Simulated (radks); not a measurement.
Task: Ionisation of the iridium ion Ir36+, [Kr] 4d5, to [Kr] 4d4 as the strength of local exchange is varied. All-electron calculation, Dirac Kohn-Sham, Slater X-alpha exchange (alpha = 2/3 is LDA exchange), no correlation, spin-unpolarised, spherical densities, finite nucleus; open shells fill j = l - 1/2 first; Fermi nuclear charge, rms radius 5.4032 fm. Program: a radial shooting solver on a logarithmic mesh with Libxc functionals.

alpha  E(Ir36+) (hartree)  exchange (hartree)  IE (eV)  -e of the level emptied (eV)  <r> of it (bohr)
0.627         -17076.1326           -256.1054   1598.0                1569.9 (4d5/2)            0.4076
0.667         -17092.4771           -272.6455   1602.6                1574.5 (4d5/2)            0.4070
0.694         -17103.5165           -283.8238   1605.7                1577.6 (4d5/2)            0.4066
0.714         -17111.6973           -292.1111   1608.0                1579.9 (4d5/2)            0.4063
0.766         -17132.9818           -313.6865   1614.0                1586.0 (4d5/2)            0.4055
x             -17091.6596           -271.8179   1602.3                1574.3 (4d5/2)            0.4070

Which alpha was used in the last row?

Result: alpha = 0.665. NIST Atomic Spectra Database: 1603 +/- 5 eV (theoretical). The Delta-SCF value meets it near alpha = 0.67. Spin polarisation and multiplet splitting are left out, so open shells lie too high by an amount that depends on their filling.

Beside tabulated values, note that spin-unpolarised runs miss the spin-polarisation part of the exchange energy of open shells.
